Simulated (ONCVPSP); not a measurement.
**Potentials for Si (Z = 14) compared**

Generated with ld1.x 7.5 (TM, RRKJ, ultrasoft, PAW), atompaw 4.2 or ONCVPSP 4.0.1. The cutoff is in Ry: for ld1.x and atompaw files where the sum of valence levels is converged to 10 mRy in a Bessel basis, for ONCV files where the hardest occupied wave has 1 mHa per electron of residual kinetic energy. The error is the largest all-electron minus pseudo excitation energy over each file’s own four to seven test configurations (ionisations up to +4, promotions, holes and added fractions of an electron), all of which were solved. The labels leave out finer settings (local radius, basis sizes, second energies), which also bear on the numbers. Spin-polarised tests are not counted. The rows are a selection from randomly drawn settings: files with unsolved tests, undetermined cutoffs or missed reference levels are left out.

A true bound ghost makes a file unfit for plane-wave use even where its test errors are small: the radial tests pick states by their node count and pass the ghost by.

| potential | cutoff (Ry) | largest error (meV) | bound ghosts |
| --- | --- | --- | --- |
| ONCV, Wu-Cohen, scalar-relativistic, rc 1.70/1.45 (sp), local smoothed, core correction yes, reference 3s2 3p1, qcut 4.4/6.4, projectors 1/2 | 30 | +69 | none |
| ONCV, PBE, scalar-relativistic, rc 1.05/1.10/1.15 (spd), local smoothed, core correction yes, reference 2s2 2p6 3s2 3p1, qcut 10.7/13.4/7.1, projectors 2/2/2 | 150 | -1.9 | none |
| ONCV, LDA (Perdew-Zunger), scalar-relativistic, rc 1.25/1.75 (sp), local s, core correction no, reference 3s2 3p1, qcut 5.2/4.2, projectors 0/2 | 67 | +185 | none |
| ONCV, LDA (Perdew-Zunger), scalar-relativistic, rc 0.80/0.90 (sp), local smoothed, core correction yes, reference 2s2 2p6 3s1.75 3p2.25, qcut 17.3/18.7, projectors 2/2 | 232 | -165 | none |

(1) Fill in the row for Si: ONCV, PBE, scalar-relativistic, rc 0.85/1.15/1.10 (spd), local smoothed, core correction yes, reference 2s2 2p6 3s2 3p1, qcut 10.8/10.6/7.4, projectors 2/2/1.

(2) Fill in the row for Si: ONCV, PBE, scalar-relativistic, rc 1.55/2.15/1.95 (spd), local smoothed, core correction yes, reference 3s2 3p1.5, qcut 3.2/4.3/4.3, projectors 1/2/3.

## Answers

(1) cutoff 104 Ry, largest error -3.8 meV, bound ghosts: none.

(2) cutoff 30 Ry, largest error +19 meV, bound ghosts: d.
